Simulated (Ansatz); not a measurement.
Mg5⁻, relaxed as a quartet with UKS B3LYP/def2-SVPD in Ansatz, starting from the B3LYP/def2-SVPD geometry of the charge -1 doublet. Force threshold 0.02 eV/Å.

The highest occupied level of the charge -1 quartet lies above zero (up to 0.09 eV). The electron is either unbound and held by the finite basis, or the level is raised by self-interaction error. At B3LYP/def2-SVPD a doublet of charge -1 lies 0.80 eV below the quartet, each at its own geometry. The structure comes from a short search, and lower isomers may exist.

Start:

Cartesian coordinates in Å:
```
Mg 0.034 1.262 -3.193
Mg 0.469 1.134 3.207
Mg 0.191 0.933 0.006
Mg -0.511 -1.621 -1.706
Mg -0.184 -1.709 1.686
```

```tsv
step	energy (eV)	largest force component (eV/Å)	SCF passes
1	-27214.4971	0.346	224
2	-27214.5786	0.264	182
3	-27214.7037	0.142	244
4	-27214.7528	0.170	134
5	-27214.7751	0.046	135
6	-27214.7837	0.016	126
7	-27214.7837	0.024	124
8 (rejected)	-27214.7783	0.110	126
9 (rejected)	-27214.7835	0.022	71
10	-27214.7841	0.014	134
11	-27214.7843	0.003	77
```

Force components are those of the run's own axes.

End:

```xyz
5

Mg   -0.119    0.787   -3.702
Mg    0.391    0.651    3.264
Mg    0.278    1.331    0.187
Mg   -0.329   -1.086   -1.331
Mg   -0.221   -1.684    1.582
```

Bonds lost: Mg1–Mg3 (atoms count from 1).

The force fell under the threshold at step 6, but the optimiser went on. No frequencies were taken in this run, so the end may be a saddle point.

Hardware: 4 threads of Arm Neoverse V2 on a shared host. Wall time 1.9 min.
